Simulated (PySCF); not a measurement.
Computed structure and properties of [Yb(NH3)6]3+

System: [Yb(NH3)6]3+ (singlet in the valence; each metal's 4f electrons, 13 of them, lie in its core potential, out of spins and levels); start: template (Ci). Method: PySCF 2.14.0, RKS B3LYP, Yb lcecp-1-SVP with ECP59, N def2-SVP, H def2-SVP; non-relativistic Hamiltonian with scalar-relativistic core potentials where named; density fitting; no spin-orbit coupling.

Input of the relaxation:

```python
mol = gto.M(atom='''
Yb     0.00000     0.00000     0.00000
N      0.00000     0.00000     2.45750
H      0.81330     0.46960     2.85550
H     -0.81330     0.46960     2.85550
H      0.00000    -0.93920     2.85550
N      0.00000     0.00000    -2.45750
H      0.81330    -0.46960    -2.85550
H     -0.81330    -0.46960    -2.85550
H      0.00000     0.93920    -2.85550
N      2.45750     0.00000     0.00000
H      2.85550    -0.46960     0.81330
H      2.85550    -0.46960    -0.81330
H      2.85550     0.93920     0.00000
N      0.00000     2.45750     0.00000
H      0.46960     2.85550     0.81330
H      0.46960     2.85550    -0.81330
H     -0.93920     2.85550     0.00000
N     -2.45750     0.00000     0.00000
H     -2.85550     0.46960     0.81330
H     -2.85550     0.46960    -0.81330
H     -2.85550    -0.93920     0.00000
N      0.00000    -2.45750     0.00000
H     -0.46960    -2.85550     0.81330
H     -0.46960    -2.85550    -0.81330
H      0.93920    -2.85550     0.00000''',
    basis={'Yb': 'lcecp-1-SVP', 'N': 'def2-SVP', 'H': 'def2-SVP'},
    ecp={'Yb': 'lcecp-1-SVP'},
    charge=3, spin=0)
mf = dft.RKS(mol, xc='B3LYP')
mf.grids.atom_grid = (50, 194)  # f atoms: unpruned, at least (60, 302)
mf = mf.density_fit()  # fitting sets: Yb AutoAux, N def2-universal-JKFIT, H def2-universal-JKFIT
mf.conv_tol = 1e-08; mf.max_cycle = 55
mf.kernel(dm0)  # dm0: converged density of the start geometry
# quasi-Newton relaxation in Cartesian coordinates to a largest gradient under 0.00045 Eh/bohr, steps kept in the point group
```

Run from Python with OMP_NUM_THREADS=4; the lines above give its settings. Where DIIS fails, smearing, a level shift and second-order steps follow.
It took 2.8 min on 4 threads of Arm Neoverse V2, on a shared host, from the converged density of the start.

Course of the relaxation:

| step | energy above end (eV) | largest force component within the symmetry (eV/Å) |
| --- | --- | --- |
| 0 | 0.1754 | 0.891 |
| 1 | 0.0635 | 0.261 |
| 2 | 0.0163 | 0.198 |
| 3 | 0.0086 | 0.170 |
| 4 | 0.0015 | 0.039 |
| 5 | 0.0007 | 0.009 |
| 6 | 0.0005 | 0.007 |
| 7 | 0.0004 | 0.013 |
| 8 | 0.0002 | 0.024 |
| 9 | 0.0001 | 0.027 |
| 10 | 0.0000 | 0.014 |
| 11 | 0.0000 | 0.006 |

Relaxed geometry (Ci):

```xyz
25

Yb    0.0000    0.0000    0.0000
N     0.0222    0.0262    2.4894
H     0.8344    0.4973    2.9165
H    -0.7788    0.4992    2.9349
H     0.0264   -0.8985    2.9462
N    -0.0222   -0.0262   -2.4894
H     0.7788   -0.4992   -2.9349
H    -0.8344   -0.4973   -2.9165
H    -0.0264    0.8985   -2.9462
N     2.4893   -0.0014    0.0030
H     2.9282   -0.4726    0.8089
H     2.9375   -0.4604   -0.8045
H     2.9312    0.9306    0.0114
N    -0.0002    2.4889    0.0239
H     0.3856    2.9192    0.8784
H     0.5393    2.9449   -0.7279
H    -0.9286    2.9311   -0.0575
N    -2.4893    0.0014   -0.0030
H    -2.9375    0.4604    0.8045
H    -2.9282    0.4726   -0.8089
H    -2.9312   -0.9306   -0.0114
N     0.0002   -2.4889   -0.0239
H    -0.5393   -2.9449    0.7279
H    -0.3856   -2.9192   -0.8784
H     0.9286   -2.9311    0.0575
```

```csv
contact,Å
Yb1–N2 (NH3),2.490
Yb1–N6 (NH3),2.490
Yb1–N10 (NH3),2.489
Yb1–N14 (NH3),2.489
Yb1–N18 (NH3),2.489
Yb1–N22 (NH3),2.489
```

On the finer grid (75, 302):

The HOMO is -21.25 eV and the LUMO is -12.55 eV. The dipole about the centre of mass is 0.00 D. The set of Mulliken populations of Yb1 outside the core potential is s 2.40, p 6.51, d 0.97, f 0.03 and the D3(BJ) dispersion energy (not in the energies) is -0.959 eV.

| atom | Mulliken (e) | Löwdin (e) | spin (e) |
| --- | --- | --- | --- |
| Yb1 | 1.09 | 0.65 | 0.00 |
| N2 | -0.30 | -0.03 | 0.00 |
| H3 | 0.21 | 0.14 | 0.00 |
| H4 | 0.21 | 0.14 | 0.00 |
| H5 | 0.21 | 0.14 | 0.00 |
| N6 | -0.30 | -0.03 | 0.00 |
| H7 | 0.21 | 0.14 | 0.00 |
| H8 | 0.21 | 0.14 | 0.00 |
| H9 | 0.21 | 0.14 | 0.00 |
| N10 | -0.30 | -0.03 | 0.00 |
| H11 | 0.21 | 0.14 | 0.00 |
| H12 | 0.21 | 0.14 | 0.00 |
| H13 | 0.21 | 0.14 | 0.00 |
| N14 | -0.30 | -0.03 | 0.00 |
| H15 | 0.21 | 0.14 | 0.00 |
| H16 | 0.21 | 0.14 | 0.00 |
| H17 | 0.21 | 0.14 | 0.00 |
| N18 | -0.30 | -0.03 | 0.00 |
| H19 | 0.21 | 0.14 | 0.00 |
| H20 | 0.21 | 0.14 | 0.00 |
| H21 | 0.21 | 0.14 | 0.00 |
| N22 | -0.30 | -0.03 | 0.00 |
| H23 | 0.21 | 0.14 | 0.00 |
| H24 | 0.21 | 0.14 | 0.00 |
| H25 | 0.21 | 0.14 | 0.00 |

The 4f levels lie in the core potential and are missing. Their spin isn't counted.

No frequency check is given here. The steps kept the symmetry Ci of the start, so a lower state may lie off it.

Taking off one NH3 (charge 0, singlet; the rest: singlet) in vacuum, both parts rigid, costs 2.65 eV; the small basis without counterpoise inflates it. Parting with an electron moved from the ligand to the metal can be far cheaper, even downhill.

Rigid scan of NH3 along the line from its metal, all other atoms held (where the atom bridges, its other bond changes as well):

```csv
distance to N2 (Å),energy (eV)
2.19,0.350
2.29,0.134
2.39,0.029
2.49,0.000
2.59,0.022
2.69,0.078
```

One start shape was tried, so this needn't be the lowest isomer.

An lcecp potential fixes the number of 4f electrons, so in runs with it no electron can move into or out of that shell.
